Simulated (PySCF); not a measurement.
SiHMe2(NEt2), C6H17NSi.
Structure used (PBE0-D3(BJ)/def2-SVP), in Å, numbered top down from 1:
```xyz
25
C6H17NSi angstrom
Si     0.3807    1.2069    0.6204
H     -0.4495    1.6382    1.8027
C      2.1492    0.9621    1.1966
H      2.5408    1.9109    1.5969
H      2.8017    0.6515    0.3653
H      2.2260    0.2085    1.9953
C      0.2860    2.5871   -0.6506
H     -0.7416    2.7345   -1.0183
H      0.9265    2.3587   -1.5174
H      0.6204    3.5414   -0.2130
N     -0.2105   -0.2805   -0.0753
C      0.3662   -1.5773    0.2159
C     -0.0936   -2.1933    1.5326
C     -1.5377   -0.3045   -0.6601
C     -1.5327   -0.5143   -2.1682
H      1.4656   -1.4953    0.2157
H      0.1299   -2.2678   -0.6142
H      0.2072   -1.5659    2.3866
H     -1.1899   -2.2939    1.5664
H      0.3400   -3.1955    1.6782
H     -2.1575   -1.0854   -0.1773
H     -2.0535    0.6451   -0.4307
H     -1.0021    0.3090   -2.6710
H     -1.0231   -1.4527   -2.4376
H     -2.5582   -0.5641   -2.5683
```

The calculation used TDDFT B3LYP/def2-SVPD, vertical, gas phase, core orbitals frozen in the response (PySCF).

Transition dipole moments from the ground state, in atomic units and in the frame of the coordinates above (overall signs are arbitrary), for the states with f of 0.002 or more among the lowest 7:

```tsv
state	E (eV)	μx	μy	μz
S1	5.355	-0.195	0.355	-0.144
S2	5.783	-0.274	-0.015	-0.229
S3	5.858	0.242	0.228	-0.034
S4	6.030	-0.040	-0.218	-0.209
S5	6.575	0.082	0.256	-0.006
S6	6.671	0.074	0.024	-0.305
S7	6.734	0.122	0.587	0.382
```

**Question.** What oscillator strength does each state have?

**Answer.** f = (2/3) ΔE |μ|² with ΔE in hartree (27.2114 eV).

| state | \|μ\|² (au) | \|μ\| (D) | f |
| --- | --- | --- | --- |
| S1 | 0.185 | 1.09 | 0.024 |
| S2 | 0.128 | 0.91 | 0.018 |
| S3 | 0.112 | 0.85 | 0.016 |
| S4 | 0.093 | 0.77 | 0.014 |
| S5 | 0.072 | 0.68 | 0.012 |
| S6 | 0.099 | 0.80 | 0.016 |
| S7 | 0.506 | 1.81 | 0.083 |

**Question.** Which bond between heavy atoms lies closest to the direction of the S7 transition dipole?

**Answer.** Si1–N11, at 13° from it; next C14–C15 at 50°.

**Question.** What angle do the transition dipoles of S3 and S6 make?

**Answer.** |cos θ| = |μa·μb| / (|μa| |μb|) = 0.32, so θ ≈ 71° (taken between 0 and 90°, since the signs are arbitrary).

**Question.** What peak molar absorption coefficient would the strongest computed level give as a lone Gaussian band 0.5 eV wide at half height?

**Answer.** ε(max) = 2.175×10⁸ f / FWHM, with the width in cm⁻¹. S7: 2.175×10⁸ × 0.0834 / 4033 ≈ 4500 L mol⁻¹ cm⁻¹.

The run took 33 s wall, 81 s CPU (grids of density and orbitals included) on an AMD EPYC 9R45 with 2 threads, shared host, and the process peaked at 1.9 GiB of memory.

One conformer stands for the species.

Without π bonds the low states may be Rydberg-like; a valence basis with one diffuse set may place them up to an eV too high.
